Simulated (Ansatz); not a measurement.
(X3Ge)2Y: PBE0-D4/def2-TZVP single points in Ansatz on relaxed structures, gas phase. Binding counts from free atoms in the multiplicity of their measured ground term, without zero-point energy. A dash marks a value that wasn't run or was left out as unsound. The structures are stationary points that may keep the symmetry of their start.

Estimate the order by vertical triplet (eV), lowest first.
A. (H3Ge)2NH (Ge2NH7) (singlet)
B. (H3Ge)2S (Ge2H6S) (singlet)
C. (H3Ge)2O (Ge2OH6) (singlet)

B (4.99), A (5.08), C (5.90).

In full:

```
               species  atoms    state            geometry  HOMO (eV)  LUMO (eV)  gap (eV)  vertical IE (eV)  vertical triplet (eV)  binding per atom (eV)  point group (within 0.1 Å)
     (H3Ge)2S (Ge2H6S)      9  singlet   B3LYP-D4/def2-SVP      -7.19      -0.29      6.90              9.15                   4.99                   2.71                           –
     (H3Ge)2O (Ge2OH6)      9  singlet  r2SCAN-D4/def2-SVP      -8.19      -0.25      7.94             10.17                   5.90                   2.86                           –
    (H3Ge)2NH (Ge2NH7)     10  singlet    PBE0-D4/def2-SVP      -7.03       0.05      7.08              8.96                   5.08                   2.82                          Cs
   (H3Ge)2CH2 (CH8Ge2)     11  singlet  r2SCAN-D4/def2-SVP      -8.47       0.40      8.88             10.39                      –                   3.03                         C2v
(F3Ge)2NMe (CH3F6Ge2N)     13  singlet     PBE-D4/def2-SVP      -9.01      -2.00      7.00             10.97                   5.08                   3.97                           –
```

The gap (eV) runs from 6.90 ((H3Ge)2S) to 8.88 ((H3Ge)2CH2). The vertical IE (eV) runs from 8.96 ((H3Ge)2NH) to 10.97 ((F3Ge)2NMe). The vertical triplet (eV) runs from 4.99 ((H3Ge)2S) to 5.90 ((H3Ge)2O).
